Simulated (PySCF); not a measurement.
Species: C5H13N3Si2.
Numbering: `[CH3:1][Si:2]([CH3:3])([CH3:4])[n:5]1[n:6][cH:7][c:8]([SiH3:9])[n:10]1`

Cartesian coordinates in Å at the GFN2-xTB level; atoms count from 1:
```
atom  x, y, z in Å
C1    -2.3742   -1.0177   -0.9718
Si2   -1.4724    0.2863    0.0816
C3    -1.5923   -0.0680    1.9419
C4    -1.9430    2.0604   -0.4079
N5     0.2586    0.1442   -0.3039
N6     0.7727    0.6155   -1.4290
C7     2.0492    0.3007   -1.3847
C8     2.3031   -0.3890   -0.1797
Si9    3.8823   -1.1153    0.5061
N10    1.1450   -0.4622    0.4623
H11   -2.1247   -2.0256   -0.6516
H12   -3.4515   -0.9058   -0.9001
H13   -2.1011   -0.9280   -2.0195
H14   -2.6259   -0.1729    2.2555
H15   -1.1471    0.7311    2.5265
H16   -1.0680   -0.9847    2.1935
H17   -3.0078    2.2358   -0.2944
H18   -1.6793    2.2542   -1.4432
H19   -1.4202    2.7894    0.2043
H20    2.7267    0.5622   -2.1714
H21    4.1565   -0.5438    1.8250
H22    4.9574   -0.7691   -0.4296
H23    3.7512   -2.5706    0.6004
```

NICS is the negative of the GIAO shielding at a point without a nucleus: at the ring centre (0) and 1 Å above and below it (1); zz is the component along the ring normal. Level: GIAO PBE0/pcSseg-1 (PySCF, non-relativistic, gas phase) on the GFN2-xTB geometry, one conformer.

Ring bond lengths (Å), with Mayer bond orders in brackets: N5–N6 1.324 (1.21), N6–C7 1.316 (1.53), C7–C8 1.411 (1.28), C8–N10 1.326 (1.45), N10–N5 1.319 (1.22).

Question: What do the NICS probes read (ppm)?

Answer: 
```json
{"ring": "N5–N6–C7–C8–N10", "type": "5-membered ring with 3 N; formal bonds all aromatic", "NICS(0)": "-13.2", "NICS(1), two faces": "-14.0 / -14.2", "NICS(1)zz, two faces": "-35.1 / -35.4", "rms pucker (Å)": "0.00", "centre to ring atoms, mean (Å)": "1.14"}
```

Question: What can be read from them?

Answer: 
- N5–N6–C7–C8–N10: mean NICS(1)zz -35.2 ppm, shielded. The ring is flat and has no four-coordinate atom; by the NICS criterion it is aromatic.

Question: And the bond-length index? HOMA = 1 − mean of α(R − Ropt)² over the ring bonds, with Krygowski's 1993 parameters (CC: Ropt 1.388 Å, α 257.7 Å⁻²; CN: Ropt 1.334 Å, α 93.52 Å⁻²; NN: Ropt 1.309 Å, α 130.33 Å⁻²).

Answer: 
- N5–N6–C7–C8–N10: HOMA 0.96; the largest term is that of C7–C8, α(R − Ropt)² = 0.14. The geometric and the magnetic index point the same way.

Question: At the second NICS(1) probe listed for ring N5–N6–C7–C8–N10, 1 Å off the ring, what do the in-plane components average?

Answer: The isotropic value is a third of the trace: (3 × -14.2 − (-35.4))/2 = -3.6 ppm.

Question: Give the inner angles of the rings and the Hirshfeld charges of the ring atoms.

Answer: 
- N5–N6–C7–C8–N10: N5 113.4° (+0.001 e), N6 105.2° (-0.127 e), C7 108.7° (-0.031 e), C8 106.5° (-0.085 e), N10 106.3° (-0.120 e); sum 540.0° against 540° for a flat convex ring.

Question: What are the shieldings of the ring atoms and their hydrogens in the same run (means over atoms taken as equivalent)?

Answer: 
| atoms | environment | σ isotropic (ppm) | principal values of the symmetric part, first atom (ppm) |
| --- | --- | --- | --- |
| N5 | pyrrole-type nitrogen | -34.0 | -136.9, -55.2, 90.1 |
| N6 | pyridine-type nitrogen | -104.8 | -344.9, -163.2, 193.7 |
| C7 | aromatic CH next to a ring nitrogen | 37.9 | -53.5, 45.3, 121.8 |
| C8 | substituted aromatic carbon | 46.0 | -31.7, 28.3, 141.5 |
| N10 | pyridine-type nitrogen | -126.7 | -388.1, -176.2, 184.1 |
| H20 | aromatic hydrogen | 23.68 | 21.1, 23.5, 26.4 |

The run took 42 s of wall time on one thread, x86-64 server, no GPU (shared host). This is the whole shielding run at PBE0/pcSseg-1, SCF included.
